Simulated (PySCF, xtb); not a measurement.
C₅H₆O₂. Atoms are numbered in the order given.

```xyz
13

O      2.1341    -0.9071    -0.2221
C      1.0361    -0.3992    -0.1180
C      0.8143     1.0626    -0.1171
C     -0.4361     1.5543    -0.0780
C     -1.6289     0.6571     0.0833
O     -1.3004    -0.6078     0.5980
C     -0.2374    -1.2432    -0.0748
H      1.6987     1.6977    -0.2118
H     -0.6227     2.6296    -0.1736
H     -2.1511     0.5721    -0.8986
H     -2.3517     1.1083     0.7822
H     -0.0224    -2.1860     0.4467
H     -0.5085    -1.4921    -1.1253
```
Charge 0, spin multiplicity 1.

The structure is a stationary point at B3LYP-D3(BJ)/def2-SVP. Other conformers were not sampled.

Level of theory: C-PCM-B3LYP/def2-SVP run with PySCF.

The values are the electrostatic part of the solvation free energy, E(continuum) − E(gas) at the gas-phase geometry, in a cavity of scaled van der Waals radii (PySCF's table); cavitation and dispersion terms are not included. In vacuum the orbital gap is 4.82 eV. The dipole moment in vacuum is 3.36 D.

Computed values in water (ε = 78.36), acetonitrile (ε = 35.69), ethanol (ε = 24.85):
| solvent | ε | ΔG(elec) (kcal/mol) | dipole (D) | gap (eV) |
|---|---|---|---|---|
| water | 78.36 | -6.6 | 4.55 | 4.96 |
| acetonitrile | 35.69 | -6.4 | 4.52 | 4.96 |
| ethanol | 24.85 | -6.3 | 4.50 | 4.95 |

For comparison, GFN2-xTB/ALPB(water) (xtb, at the GFN2-xTB geometry, all terms of that model) gives -3.7 kcal/mol.
